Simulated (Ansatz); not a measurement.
The first iterations of a band of a periodic cell of 17 atoms, Be16B (host Be, host structure hcp, interstitial B).

Method: Ansatz, DFT PBE, scalar-relativistic, plane waves, PAW. Settings: cutoff 420 eV, k mesh 4x4x3, fermi-dirac smearing 0.1 eV, no spin polarisation.

| Property | Result |
| --- | --- |
| movable images | 5 |
| climbing image | yes |
| spring | 2.0 eV/Å² |
| optimiser | quadratic models (default) |
| start path | straight line |
| force threshold | 0.05 eV/Å |
| iteration limit | 43 |
| end points | relaxed |

First end point:

```xyz
17
Lattice="-2.2900 -3.9664 0.0000 3.4350 -1.9832 0.0000 0.0000 0.0000 7.1769" Properties=species:S:1:pos:R:3
Be -0.045 -4.111 0.010
Be 0.305 -2.633 1.647
Be 0.110 -3.819 3.668
Be 0.014 -2.698 5.345
Be -1.121 -2.193 0.049
Be 2.588 -2.764 1.821
Be -1.086 -2.022 3.527
Be 2.397 -2.767 5.334
Be 1.261 -2.330 -0.247
Be 1.141 0.193 1.994
Be 1.279 -1.735 3.217
Be 1.223 -0.768 5.281
Be 0.078 -0.224 0.051
Be 0.705 -4.636 1.901
Be -0.018 0.078 3.695
Be 1.168 -4.654 5.440
B 1.382 -1.346 1.218
```

Last end point:

```xyz
17
Lattice="-2.2900 -3.9664 0.0000 3.4350 -1.9832 0.0000 0.0000 0.0000 7.1769" Properties=species:S:1:pos:R:3
Be -0.306 -3.848 0.028
Be -0.062 -2.610 1.733
Be -0.103 -3.852 3.534
Be -0.026 -2.436 5.433
Be -1.454 -1.995 -0.147
Be 2.177 -2.796 1.873
Be -1.158 -1.938 3.549
Be 2.334 -2.503 5.391
Be 1.583 -1.976 0.105
Be 1.159 -0.743 1.900
Be 1.122 -1.963 3.644
Be 1.070 -0.443 5.432
Be 0.001 -0.857 0.197
Be 1.008 -4.878 1.424
Be -0.075 0.100 3.487
Be 1.030 -4.282 5.135
B 3.194 -1.299 -0.577
```

| iteration | highest image above the first end (eV) | largest band force component (eV/Å) |
| --- | --- | --- |
| 1 | 7.834 | 13.565 |
| 2 | 3.084 | 5.502 |
| 3 | 1.258 | 1.684 |
| 4 | 0.996 | 1.205 |
| 5 | 0.931 | 1.266 |
| 6 | 0.891 | 1.046 |
| 7 | 0.867 | 0.686 |
| 8 | 0.959 | 0.449 |
| 9 | 0.965 | 0.554 |

Problem. Does the band converge within its limit, and where does its top end?

Solution. The run converged. It ended after 29 iterations with the highest image 0.925 eV above the first end. The profile has 2 maxima (images 2, 5) with wells between them (image 3): this band takes more than one step, which may be the mechanism or a detour left from its start path. By the program's own check the climbing image is of a kind that is not told: the force calls were inconclusive, a negative curvature could not be distinguished from the path's own, the only one lies far off the path, or fixed occupations may fill a level only in part (lowest curvatures found: -1.86 and 0.10 eV/Å²). Limits of this set-up: coarse k mesh, odd electron count without spin.

Run time: 11 min on 1 thread of Intel(R) Xeon(R) 6975P-C (Granite Rapids), with other jobs on the host, peak memory 0.73 GiB.
